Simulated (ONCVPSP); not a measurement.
What one change does to a pseudopotential (lead (Pb), ONCV)

| Property | Result |
| --- | --- |
| Element | lead (Pb) |
| Generator | ONCVPSP 4.0.1 |
| Type | optimised norm-conserving Vanderbilt (ONCV) |
| Functional | LDA (Perdew-Wang 92) |
| Relativity | scalar-relativistic |
| Frozen core | [Xe] 4f14 5d10 |
| Valence charge | 4 |
| Reference configuration | 6s2 6p1 (charge +1) |
| Partial waves | 6s: rc 2.05 bohr, ncon 4, nbas 8, qcut 3.1 1/bohr, 3 projectors, debl 2.2 Ha; 6p: rc 2.50 bohr, ncon 4, nbas 7, qcut 3.5 1/bohr, 2 projectors, debl 2.7 Ha |
| Local potential | polynomial inside 1.80 bohr (lpopt 4, dvloc0 3 Ha) |
| Core correction | Teter function, fcfact 2, rcfact 1.1 |

All-electron outer shells of the reference configuration (LDA (PZ), scalar-relativistic, ld1.x):

```csv
shell,level (eV),outermost node (bohr),outermost maximum (bohr)
5p,-93.73,0.49,0.88
5d,-29.03,0.52,1.07
6s,-19.59,1.01,1.95
6p,-10.15,1.18,2.50
```

Change: all radii but the core radius scaled by about 0.86 (s 1.76, p 2.14 bohr); local potential polynomial inside 1.54 bohr (lpopt 4, dvloc0 3 Ha).

Cutoffs: the cutoffs (Ha) at which the residual kinetic energy of the hardest occupied pseudo-wave falls to 1 and 0.1 mHa per electron; they do not see the model core or the augmentation charge, which bear on the density cutoff. Errors are all-electron minus pseudo energies relative to the spin-unpolarised reference configuration.

Q: Predict the effect on cutoff, ghosts and configuration errors.

A: The potential gets softer (17 Ha and 38 Ha → 11 Ha and 33 Ha); a bound ghost appears in s, which as a rule spoils a file; the errors of the 4 common tests hardly move.

| quantity | base | changed |
| --- | --- | --- |
| cutoff, loose | 17 Ha | 11 Ha |
| cutoff, tight | 38 Ha | 33 Ha |
| loose cutoff by channel | s 17 Ha, p 5.2 Ha | s 11 Ha, p 5.1 Ha |
| bound ghosts | none | s |
| GHOST(+) flags under 300 eV | s at 171.7 eV | p at 112.5 eV, s at 284.9 eV |
| error for 6s2 6p2, meV [ΔE -6.83 eV] | +13 | +13 |
| error for 6s2 6p0, meV [ΔE 13.76 eV] | +21 | +21 |
| error for 6s1 6p0, meV [ΔE 46.63 eV] | +86 | +88 |
| error for 6s0 6p4, meV [ΔE 11.22 eV] | +73 | +82 |
| rms error of d²Exc/dni dnj with the model core, mHa | 11.68 | 11.73 |

Changed file: The cutoffs count occupied waves only; projector 2 of the p channel, the hardest unoccupied one, needs 41 Ha at the loose tolerance. A true bound ghost makes a file unfit for plane-wave use even where its test errors are small: the radial tests pick states by their node count and pass the ghost by.
